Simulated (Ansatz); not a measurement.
Abstraction of H: InH2F + C2H3Si → InHF + C2H4Si

Gas-phase species: InH2F `[F][InH2]`, singlet; C2H3Si `C#C[SiH2]`, doublet; InHF `[F][InH]`, doublet; C2H4Si (ethynylsilane) `C#C[SiH3]`, singlet. A radical takes H: the energy is the difference in strength between the In–H bond broken and the Si–H bond made.

Shapes, held fixed at every level: PBE0-D4/def2-TZVP. Programs: Ansatz 0.2.0. The zero-point and thermal change to 298 K, harmonic and unscaled (PBE0-D4/def2-TZVP), is +4.5 kJ/mol.

Problem. Estimate ΔH(298 K) of this reaction.

Solution. The highest level, CCSD(T)/def2-TZVPP, gives ΔH(298 K) = -86.1 kJ/mol; the levels span -103.4 to -82.8. The column of differences is taken from that level and isn't an error. No measured value is set beside it here. Spin contamination: C2H3Si (⟨S²⟩ up to 0.85). Open shells run unrestricted. For atoms past krypton def2 sets carry core potentials with scalar relativity. Outer-core shells of In are correlated, in sets that cover them unevenly.

```json
{"level": "MP2/def2-SVP", "kind": "perturbation theory", "ΔH(298 K) (kJ/mol)": "-103.4", "less CCSD(T)/def2-TZVPP": "-17.3"}
{"level": "PBE0-D4/def2-TZVPP", "kind": "global hybrid", "ΔH(298 K) (kJ/mol)": "-82.8", "less CCSD(T)/def2-TZVPP": "+3.3"}
{"level": "wB97M-V/def2-TZVPP", "kind": "range-separated hybrid", "ΔH(298 K) (kJ/mol)": "-89.5", "less CCSD(T)/def2-TZVPP": "-3.4"}
{"level": "wB97X-V/def2-TZVPP", "kind": "range-separated hybrid", "ΔH(298 K) (kJ/mol)": "-85.5", "less CCSD(T)/def2-TZVPP": "+0.6"}
{"level": "CCSD(T)/def2-SVP", "kind": "coupled cluster or CI", "ΔH(298 K) (kJ/mol)": "-86.4", "less CCSD(T)/def2-TZVPP": "-0.3"}
{"level": "CCSD/def2-TZVPP", "kind": "coupled cluster or CI", "ΔH(298 K) (kJ/mol)": "-86.4", "less CCSD(T)/def2-TZVPP": "-0.3"}
{"level": "CCSD(T)/def2-TZVPP", "kind": "coupled cluster or CI", "ΔH(298 K) (kJ/mol)": "-86.1", "less CCSD(T)/def2-TZVPP": "0.0"}
```
